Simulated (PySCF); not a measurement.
**Fe¹²⁺ (iron, charge +12) across methods**

[Ne] 3s2 3p2, high-spin 3P determinant. Computed with PySCF 2.14 in an uncontracted even-tempered set (17 s from 0.69 bohr⁻², ratio 2.5; 11 p from 0.9 bohr⁻², ratio 2.5; 5 d from 5 bohr⁻², ratio 2.7; 4 f from 7.5 bohr⁻², ratio 2.7), with no relativity, point nucleus.

```csv
method,E (hartree),mean ε 3s α (eV),mean ε 3s β (eV),mean ε 3p α (eV),Σ⟨r²⟩ (bohr²),⟨S²⟩
TPSSh,-1202.057,-379.83,-371.59,-345.36,2.859,2.001
LDA,-1199.443,-376.28,-370.37,-342.94,2.860,2.000
M06-L,-1202.025,-378.95,-370.44,-344.17,2.854,2.002
r2SCAN,-1201.975,-378.91,-370.48,-344.55,2.862,2.002
UHF,-1201.42836,-396.36,-380.93,-358.16,2.866,2.003
PBE,-1201.755,-376.82,-370.24,-343.31,2.858,2.001
```

Task: Estimate the same row for PBE0.

Result: E (hartree) = -1201.812; mean ε 3s α (eV) = -382.00; mean ε 3s β (eV) = -373.38; mean ε 3p α (eV) = -347.29; Σ⟨r²⟩ (bohr²) = 2.859; ⟨S²⟩ = 2.001.
